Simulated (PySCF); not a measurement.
Cd(OMe)(NH2) (CH₅CdNO), SMILES [Cd]([NH2])[O]C.

The structure is a stationary point at B3LYP-D3(BJ)/def2-SVP. The structure was generated by enumeration; whether it is a known compound was not checked. The def2 effective core potentials stand for the cores of Cd; spin–orbit coupling is left out. The values are those of a single conformer.

Level of theory: C-PCM-PBE0/def2-SVP (PySCF).

The values are the electrostatic part of the solvation free energy, E(continuum) − E(gas) at the gas-phase geometry, in a cavity of scaled van der Waals radii (PySCF's table); cavitation and dispersion terms are not included. A continuum can't describe solvent molecules that bind to the metal. In vacuum the orbital gap is 5.96 eV. The dipole moment in vacuum is 1.38 D.

Q: Estimate the values in water (ε = 78.36), N,N-dimethylformamide (ε = 37.22), diethylether (ε = 4.24). (The exact figures need the calculation; the answer reports its results.)

A: 
| solvent | ε | ΔG(elec) (kcal/mol) | dipole (D) | gap (eV) |
|---|---|---|---|---|
| water | 78.36 | -13.6 | 1.67 | 6.34 |
| N,N-dimethylformamide | 37.22 | -13.4 | 1.67 | 6.33 |
| diethylether | 4.24 | -10.2 | 1.60 | 6.26 |
